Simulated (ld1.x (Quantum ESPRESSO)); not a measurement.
# Scattering properties, PAW potential for titanium (Ti)

ld1.x (Quantum ESPRESSO) 7.5 input, shortened:

```
&input
   title='Ti', zed=22., rel=2, dft='PBE', iswitch=3,
   config='[Ar] 3d1 4s0 4p0', rel_dist='average'
 /
 &inputp
   pseudotype=3, lpaw=.true., tm=.true., lloc=-2, rcloc=2.20,
   nlcc=.true., new_core_ps=.true., rcore=1.10,
   which_augfun='BESSEL', rmatch_augfun=1.25
 /
6
4S  1  0   0.00   0.00  2.30  2.65  0.0
4S  1  0   0.00   0.80  2.30  2.65  0.0
4P  2  1   0.00   0.00  2.15  2.65  0.0
4P  2  1   0.00  -0.95  2.15  2.65  0.0
3D  3  2   1.00   0.00  1.30  1.80  0.0
3D  3  2   0.00  -0.35  1.30  1.80  0.0
 &test
   configts(1)='3d1 4s0 4p0'
 /
```

Open shells are filled in proportion to 2j + 1 (rel_dist='average').

The phase is arctan(r·u′/u) with u = r·R(r), unwrapped; energies in Ry, scanned from -5 to 5 Ry. A pole is an energy at which the radial function vanishes at the test radius. The pseudo phase is shifted by a multiple of π to meet the all-electron one at the reference energy, and phase errors are pseudo minus all-electron; the curves can meet again beyond the range given. Levels narrower than the energy grid can be missing from the lists of poles.

```json
{"channel": "s", "radius (bohr)": "2.90", "reference energy (Ry)": "-1.94", "poles, all-electron": "-0.59", "poles, pseudo": "-0.60, 4.23", "unbroken range about the reference energy with phases within 0.05 rad": "below 2.3", "phase error 1 Ry above the reference energy (rad)": "-0.000"}
{"channel": "p1/2", "radius (bohr)": "2.90", "reference energy (Ry)": "-1.54", "poles, all-electron": "0.20", "poles, pseudo": "0.18, 2.89", "unbroken range about the reference energy with phases within 0.05 rad": "below 1.3", "phase error 1 Ry above the reference energy (rad)": "-0.000"}
{"channel": "p3/2", "radius (bohr)": "2.90", "reference energy (Ry)": "-1.53", "poles, all-electron": "0.23", "poles, pseudo": "0.20, 2.75", "unbroken range about the reference energy with phases within 0.05 rad": "below 1.3", "phase error 1 Ry above the reference energy (rad)": "-0.000"}
{"channel": "d3/2", "radius (bohr)": "2.90", "reference energy (Ry)": "-2.55", "poles, all-electron": "-2.46, 1.50", "poles, pseudo": "-2.46, 1.51", "unbroken range about the reference energy with phases within 0.05 rad": "below 3.7", "phase error 1 Ry above the reference energy (rad)": "+0.000"}
{"channel": "d5/2", "radius (bohr)": "2.90", "reference energy (Ry)": "-2.55", "poles, all-electron": "-2.45, 1.50", "poles, pseudo": "-2.45, 1.51", "unbroken range about the reference energy with phases within 0.05 rad": "below 3.7", "phase error 1 Ry above the reference energy (rad)": "+0.000"}
```

The ghost test of this file was not conclusive.

Phases in the s channel:

```json
{"E (Ry)": "-5.00", "all-electron": "1.353", "pseudo": "1.351"}
{"E (Ry)": "-4.74", "all-electron": "1.340", "pseudo": "1.339"}
{"E (Ry)": "-4.48", "all-electron": "1.324", "pseudo": "1.323"}
{"E (Ry)": "-4.22", "all-electron": "1.306", "pseudo": "1.304"}
{"E (Ry)": "-3.96", "all-electron": "1.282", "pseudo": "1.281"}
{"E (Ry)": "-3.70", "all-electron": "1.251", "pseudo": "1.250"}
{"E (Ry)": "-3.44", "all-electron": "1.209", "pseudo": "1.208"}
{"E (Ry)": "-3.18", "all-electron": "1.148", "pseudo": "1.147"}
{"E (Ry)": "-2.92", "all-electron": "1.050", "pseudo": "1.049"}
{"E (Ry)": "-2.66", "all-electron": "0.873", "pseudo": "0.872"}
{"E (Ry)": "-2.40", "all-electron": "0.489", "pseudo": "0.488"}
{"E (Ry)": "-2.14", "all-electron": "-0.280", "pseudo": "-0.280"}
{"E (Ry)": "-1.88", "all-electron": "-0.936", "pseudo": "-0.936"}
{"E (Ry)": "-1.62", "all-electron": "-1.235", "pseudo": "-1.236"}
{"E (Ry)": "-1.36", "all-electron": "-1.383", "pseudo": "-1.383"}
{"E (Ry)": "-1.10", "all-electron": "-1.470", "pseudo": "-1.470"}
{"E (Ry)": "-0.84", "all-electron": "-1.529", "pseudo": "-1.529"}
{"E (Ry)": "-0.58", "all-electron": "-1.573", "pseudo": "-1.573"}
{"E (Ry)": "-0.32", "all-electron": "-1.609", "pseudo": "-1.610"}
{"E (Ry)": "-0.06", "all-electron": "-1.642", "pseudo": "-1.642"}
{"E (Ry)": "0.20", "all-electron": "-1.672", "pseudo": "-1.673"}
{"E (Ry)": "0.46", "all-electron": "-1.704", "pseudo": "-1.704"}
{"E (Ry)": "0.72", "all-electron": "-1.738", "pseudo": "-1.738"}
{"E (Ry)": "0.98", "all-electron": "-1.778", "pseudo": "-1.779"}
{"E (Ry)": "1.24", "all-electron": "-1.829", "pseudo": "-1.830"}
{"E (Ry)": "1.50", "all-electron": "-1.899", "pseudo": "-1.900"}
{"E (Ry)": "1.76", "all-electron": "-2.005", "pseudo": "-2.009"}
{"E (Ry)": "2.02", "all-electron": "-2.187", "pseudo": "-2.201"}
{"E (Ry)": "2.28", "all-electron": "-2.547", "pseudo": "-2.598"}
{"E (Ry)": "2.54", "all-electron": "-3.216", "pseudo": "-3.333"}
{"E (Ry)": "2.80", "all-electron": "-3.850", "pseudo": "-3.953"}
{"E (Ry)": "3.06", "all-electron": "-4.178", "pseudo": "-4.253"}
{"E (Ry)": "3.32", "all-electron": "-4.345", "pseudo": "-4.408"}
{"E (Ry)": "3.58", "all-electron": "-4.442", "pseudo": "-4.503"}
{"E (Ry)": "3.84", "all-electron": "-4.505", "pseudo": "-4.575"}
{"E (Ry)": "4.10", "all-electron": "-4.550", "pseudo": "-4.650"}
{"E (Ry)": "4.36", "all-electron": "-4.584", "pseudo": "-4.864"}
{"E (Ry)": "4.62", "all-electron": "-4.610", "pseudo": "-7.548"}
{"E (Ry)": "4.88", "all-electron": "-4.632", "pseudo": "-7.706"}
```
